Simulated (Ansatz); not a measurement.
Gas-phase electronic energies from Ansatz, PBE0-D4/def2-TZVP geometries. CCSD(T)/CBS is the MP2 limit (def2-TZVPP, def2-QZVPP) plus CCSD(T) − MP2 in def2-TZVPP, frozen cores. This one scheme is used for every species. DFT in def2-TZVPP. Each species was taken in one conformer, which may not be the lowest.

Consider the redistribution: `[F][AlH][O][SiH3]` + `FC[SiH3]` → `[F][Al]([F])[O][SiH3]` + `C[SiH3]`.

```json
{"level": "BLYP-D4", "ΔE (kJ/mol)": "-273.7"}
{"level": "CAM-B3LYP", "ΔE (kJ/mol)": "-280.9"}
```

What does CCSD(T)/CBS give? (Estimate.)

Computed: -294.6 kJ/mol. The listed levels differ from it by 20.9, 13.7 kJ/mol.

Largest T1 diagnostic among the species: 0.012.

From PBE to PBE0 (25 % exact exchange), in def2-TZVPP and without D4, ΔE moves by −8.6 kJ/mol. In def2-TZVPP, CCSD(T) changes the Hartree–Fock value by −5.3 kJ/mol (the triples alone add +1.1 kJ/mol) and MP2 by −18.9 kJ/mol. Leaving LDA and LC-ωPBE aside and taking each functional with its dispersion term where it has one, the values, not all of them listed here, spread over 21.9 kJ/mol, from PBE-QIDH to PBE-D4.
